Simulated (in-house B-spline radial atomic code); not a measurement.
Computed with a B-spline radial atomic code. Model: two electrons, singlet ground state, non-relativistic, full CI in B-splines with partial waves to l = 8 (at full coupling up to 3e-4 hartree above the limit, correlation up to 0.6 % small), density held at that of full coupling by Lieb maximisation.

Along the adiabatic connection the electron repulsion is scaled by a coupling λ while a local potential keeps the density fixed. At λ = 0 the system is the Kohn-Sham one and W equals the exchange energy; the exchange-correlation energy is the area under W between 0 and 1. The kinetic energy rises with λ as the electrons avoid each other, with dT/dλ = −λ dW/dλ.

Command:
```bash
python run_ac.py task.json out
```
Settings (lengths in bohr, energies in hartree):
```
potential              yukawa
strength               2.64
lmax                   8
second                 0.859
```

Run time, properties included: 39 s on 1 thread of Intel(R) Xeon(R) Processor @ 2.30GHz (shared host).

**W = mean repulsion less Hartree energy, and W of three functionals.**

Given: confinement screened point charge; nuclear charge 2.64; screening of the nucleus 0.859 1/bohr; external potential -Z exp(-k r)/r.

Computed: LDA exchange minus exact 168.38 millihartree; SCAN exchange minus exact -11.773 millihartree.

| coupling | W xc (hartree) | W xc minus exchange (millihartree) | kinetic minus Kohn-Sham (millihartree) | LDA (PW92) W minus its exchange (millihartree) | PBE W minus its exchange (millihartree) | SCAN W minus its exchange (millihartree) |
| --- | --- | --- | --- | --- | --- | --- |
| 0 | -1.2563 | 0 | 0 | 0 | 0 | 0 |
| 0.02 | -1.2583 | -1.998 | 0.02 | -12.31 | -1.67 | -1.81 |
| 0.05 | -1.2612 | -4.967 | 0.12 | -25.32 | -4.21 | -4.47 |
| 0.12 | -1.268 | -11.766 | 0.7 | -48.78 | -10.18 | -10.47 |
| 0.25 | ? | ? | ? | ? | ? | ? |
| 0.4 | -1.2935 | -37.272 | 7.27 | -112.04 | -33.61 | -32.52 |
| 0.6 | ? | ? | ? | ? | ? | ? |
| 0.8 | -1.3258 | -69.58 | 26.51 | -172.57 | -64.49 | -60.02 |
| 1 | -1.3404 | -84.158 | 39.61 | -196.58 | -78.7 | -72.4 |
| 1.4 | -1.3669 | -110.62 | 71.25 | -237.1 | -104.86 | -94.96 |
| 2 | -1.4009 | -144.65 | 128.8 | -285.48 | -139.21 | -124.35 |
| 3 | -1.4462 | -189.92 | 240.95 | -346.34 | -186.37 | -164.49 |
| 4.5 | -1.4959 | -239.6 | 425.08 | -411.66 | -240.76 | -210.59 |
| 7 | -1.5505 | -294.28 | 734.05 | -484.98 | -305.2 | -264.43 |
| 10 | -1.592 | -335.7 | 1081.5 | -543.52 | -358.49 | -307.45 |

**Question.** What belongs in the row 0.25?

**Answer.** W xc (hartree): -1.2802; W xc minus exchange (millihartree): -23.932; kinetic minus Kohn-Sham (millihartree): 2.95; LDA (PW92) W minus its exchange (millihartree): -81.88; PBE W minus its exchange (millihartree): -21.2; SCAN W minus its exchange (millihartree): -21.05.

**Question.** What belongs in the row 0.6?

**Answer.** W xc (hartree): -1.3102; W xc minus exchange (millihartree): -53.986; kinetic minus Kohn-Sham (millihartree): 15.61; LDA (PW92) W minus its exchange (millihartree): -144.93; PBE W minus its exchange (millihartree): -49.47; SCAN W minus its exchange (millihartree): -46.77.

**Question.** What is the PBE exchange minus exact?

**Answer.** 4.7317 millihartree.

**Energy parts, natural occupations and partial-wave weights.**

Computed: total energy -2.0139 hartree; exchange energy -1.2563 hartree; correlation energy -0.044547 hartree; kinetic part of the DFT correlation energy 0.039611 hartree; initial slope twice GL2 -0.10027 hartree; kinetic part over minus potential part 0.47067; Kohn-Sham kinetic 4.5046 hartree.

```
natural  occupation of the shell (electrons)
      s                               1.9875
      s                                    ?
      p                            0.0048841
      d                           0.00022221
      p                           0.00019306
      s                           0.00013284
```

**Question.** What belongs in the row s?

**Answer.** occupation of the shell (electrons): 0.0069598.

```tsv
wave	weight
s	0.9973
p	0.0025488
d	0.00012608
f	?
g	4.0783e-06
```

**Question.** What belongs in the row f?

**Answer.** weight: 1.7672e-05.

**Question.** What is the Lieb Oxford ratio E_xc over LDA exchange?

**Answer.** 1.1957.

**Question.** What is the Hartree energy?

**Answer.** 2.5125 hartree.

Half-way to full coupling W has made 54 % of its drop, against 50 % for a straight line, and second-order (GL2) theory, half the initial slope, overshoots the correlation energy by about 13 %: a moderate bend, as in light atoms. Over couplings 0 to 1 the errors in E_xc come to about +92 millihartree for LDA, +8.4 millihartree for PBE, -5.8 millihartree for SCAN, so SCAN is nearest. In LDA and SCAN the errors of exchange and correlation have opposite signs, so the sum is smaller than the larger of the two.
